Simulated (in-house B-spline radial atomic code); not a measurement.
PBEsol excitations of Mg²⁺

Method: PBEsol. Computed with an all-electron radial atomic-structure program (B-spline basis): linear response of the closed shell [He] 2s2 2p6 with the functional's adiabatic kernel; scalar-relativistic (spin-free one-electron X2C), finite nucleus, no spin-orbit coupling, no double excitations, S, P, D and F terms only. Only terms of natural parity with L up to 3 were computed.

Command:
```bash
python run_td.py task.json out
```
Settings (radii: box in bohr, nucleus in fm):
```
Z                        12
electrons                10
configuration            [He] 2s2 2p6
hamiltonian              x2c
method                   pbesol
box_radius               29.48
rms_radius               3.057
intervals                74
```

Run time, properties included: 0.2 s on 1 thread of AMD EPYC 9R45 96-Core Processor (Zen 5) (shared host).

The lowest states, in the order of their Tamm-Dancoff energies; the method's threshold (minus the highest occupied level) is 66.56 eV. Labels give the largest channel, * marks a mixed state, and oscillator strengths are full-response dipole values. Semilocal kernels can invert the small singlet-triplet splittings of Rydberg terms. Energies in eV:

```json
{"state": "2p → 3s 3P", "full response": "48.17", "Tamm-Dancoff": "48.18", "oscillator strength": "-"}
{"state": "2p → 3s 1P", "full response": "48.74", "Tamm-Dancoff": "48.75", "oscillator strength": "0.187"}
{"state": "2p → 3p 3S", "full response": "53.01", "Tamm-Dancoff": "53.04", "oscillator strength": "-"}
{"state": "2p → 3p 3D", "full response": "53.49", "Tamm-Dancoff": "53.49", "oscillator strength": "-"}
{"state": "2p → 3p 1D", "full response": "53.83", "Tamm-Dancoff": "53.83", "oscillator strength": "-"}
{"state": "2p → 3p 1S", "full response": "55.65", "Tamm-Dancoff": "55.85", "oscillator strength": "-"}
{"state": "2p → 3d 3P", "full response": "59.35", "Tamm-Dancoff": "59.35", "oscillator strength": "-"}
{"state": "2p → 3d 3F", "full response": "59.41", "Tamm-Dancoff": "59.41", "oscillator strength": "-"}
{"state": "2p → 3d 1F", "full response": "59.46", "Tamm-Dancoff": "59.46", "oscillator strength": "-"}
{"state": "2p → 4s 3P", "full response": "?", "Tamm-Dancoff": "?", "oscillator strength": "-"}
{"state": "2p → 3d 1P", "full response": "59.65", "Tamm-Dancoff": "59.66", "oscillator strength": "0.252"}
{"state": "2p → 4s 1P", "full response": "59.69", "Tamm-Dancoff": "59.70", "oscillator strength": "0.00901"}
{"state": "2p → 4p 3S", "full response": "60.89", "Tamm-Dancoff": "60.89", "oscillator strength": "-"}
{"state": "2p → 4p 3D", "full response": "60.98", "Tamm-Dancoff": "60.98", "oscillator strength": "-"}
{"state": "2p → 4p 1D", "full response": "61.06", "Tamm-Dancoff": "61.06", "oscillator strength": "-"}
{"state": "2p → 4p 1S", "full response": "?", "Tamm-Dancoff": "?", "oscillator strength": "-"}
```

(1) Where does 2p → 4p 1S lie?

(2) Where does 2p → 4s 3P lie?

(3) How large is the singlet-triplet splitting of 2p → 3s (P terms) in Tamm-Dancoff?

(4) What polarisabilities and dispersion coefficient does the method give?

Results:

(1) At 61.54 eV in full response, 61.60 eV in Tamm-Dancoff.

(2) At 59.58 eV in full response, 59.58 eV in Tamm-Dancoff.

(3) 0.57 eV, from the unrounded values.

(4) Dipole 0.5136 bohr³, quadrupole 0.6058 bohr⁵, C6 0.6234 hartree·bohr⁶ for two such species.
